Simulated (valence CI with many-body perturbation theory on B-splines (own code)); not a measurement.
Values are calculated unless marked as measured or tabulated.
## Ag¹⁴⁺: what each term of the Hamiltonian does

Method: relativistic CI+MBPT: five valence electrons over a frozen Dirac-Fock core [Ar] 3d10, radial functions for each j: 9 s, 9 p, 8 d, 6 f, 3 g, 1 h, with the one-electron correlation potential Σ1, the two-electron term Σ2, the three-electron term Σ3, Breit, model QED; selected CI, second order for the rest (own B-spline code, finite nucleus).

No measured spectrum was set against this ion. As an estimate, levels hold to about 250 cm⁻¹ or 0.2 % of their energy and the worst to 1 %, as in measured heavy ions of charge 2 to 7; those with d or f electrons hold less well. Among the levels kept, up to 340 cm⁻¹ of a level comes from second order outside the variational space, and about a tenth of that is noise between levels of different J, which matters for small intervals.

Each rung adds one term. CI alone is the Dirac-Coulomb CI over the frozen core; QED comes last and gives the full result, which names the levels. Energies are above 4s²4p³ ⁴S°_3/2 on the same rung, in cm⁻¹.

Names give the largest LS component (configuration and term), which can be under half, so a name can repeat, a term be missing and a line seem to break the LS rules; names also repeat where a configuration has a term twice. Letters in brackets count levels of one name in rising energy.

| Level | CI alone | + Σ1 | + Σ2 | + Σ3 | + Breit | Full |
| --- | --- | --- | --- | --- | --- | --- |
| 4s²4p³ ²D°_3/2 | 45283 | 45697 | 45712 | 45691 | 45160 | 45233 |
| 4s²4p³ ²D°_5/2 | 61762 | 62279 | 62171 | 62120 | 61416 | 61502 |
| 4s²4p³ ²P°_1/2 | 87771 | 88326 | 87752 | 87577 | 86940 | 87016 |
| 4s²4p³ ²P°_3/2 | 127616 | 128727 | 128687 | 128579 | 127155 | 127333 |
| 4s4p⁴ ⁴P_5/2 | 325711 | 326637 | 328215 | 328405 | 328329 | 327300 |
| 4s4p⁴ ⁴P_3/2 | 357531 | 358766 | 360361 | 360552 | 360108 | 359146 |
| 4s4p⁴ ⁴P_1/2 | 363481 | 364704 | 366022 | 366166 | 365787 | 364812 |
| 4s4p⁴ ²D_3/2 | 404391 | 405671 | 405694 | 405794 | 405267 | 404365 |
| 4s4p⁴ ²D_5/2 | 417819 | 419295 | 419662 | 419763 | 418917 | 418033 |
| 4s4p⁴ ²S_1/2 | 457648 | 459086 | 456907 | 456845 | 456200 | 455322 |
| 4s4p⁴ ²P_3/2 | 465893 | 467297 | 465093 | 465168 | 464314 | 463581 |
| 4s²4p²4d ⁴F_3/2 | 496451 | 497228 | 496798 | 496956 | 496243 | 496097 |
| 4s²4p²4d ⁴F_5/2 | 510796 | 511731 | 511551 | 511739 | 510661 | 510586 |
| 4s4p⁴ ²P_1/2 | 513948 | 515820 | 514639 | 514680 | 513159 | 512546 |
| 4s²4p²4d ²F_5/2 [a] | 530793 | 531951 | 532329 | 532543 | 531172 | 531141 |
| 4s²4p²4d ⁴F_7/2 | 536568 | 537878 | 538289 | 538533 | 536874 | 536876 |
| 4s²4p²4d ⁴D_1/2 | 541303 | 542663 | 541836 | 541994 | 540625 | 540507 |
| 4s²4p²4d ⁴D_3/2 | 542617 | 543886 | 543144 | 543307 | 541935 | 541854 |
| 4s²4p²4d ²F_7/2 [a] | 543200 | 544472 | 544724 | 544926 | 543347 | 543337 |
| 4s²4p²4d ⁴F_9/2 | 553712 | 555150 | 555453 | 555652 | 553763 | 553790 |
| 4s²4p²4d ⁴D_5/2 | 560349 | 561815 | 561598 | 561788 | 559979 | 559987 |
| 4s²4p²4d ²P_3/2 [a] | 579205 | 580631 | 576174 | 576161 | 574755 | 574550 |
| 4s²4p²4d ²G_7/2 | 586808 | 588392 | 588249 | 588346 | 586404 | 586441 |
| 4s²4p²4d ⁴P_5/2 | 604448 | 605871 | 600213 | 600166 | 598624 | 598554 |
| 4s²4p²4d ²F_7/2 [b] | 603696 | 605558 | 605804 | 605965 | 603578 | 603667 |
| 4s²4p²4d ⁴P_3/2 | 608602 | 610032 | 605369 | 605294 | 603799 | 603741 |
| 4s²4p²4d ⁴P_1/2 | 609714 | 611200 | 606205 | 606143 | 604661 | 604574 |
| 4s²4p²4d ²G_9/2 | 614465 | 616353 | 616470 | 616558 | 614143 | 614238 |
| 4s²4p²4d ²D_3/2 [a] | 620433 | 621944 | 619519 | 619346 | 617694 | 617684 |
| 4s²4p²4d ²P_1/2 [a] | 628700 | 630530 | 625117 | 625053 | 623180 | 623061 |
| 4s²4p²4d ²D_5/2 [a] | 640582 | 642141 | 636517 | 636320 | 634679 | 634635 |

Task: How does the ionisation energy move along the ladder, and which term matters most?

Result: CI alone 348.14, + Σ1 349.22, + Σ2 349.15, + Σ3 349.00, + Breit 348.88, + QED 348.88 eV. The largest step is Σ1, 1.08 eV. NIST lists 347 ± 3 eV (theoretical).
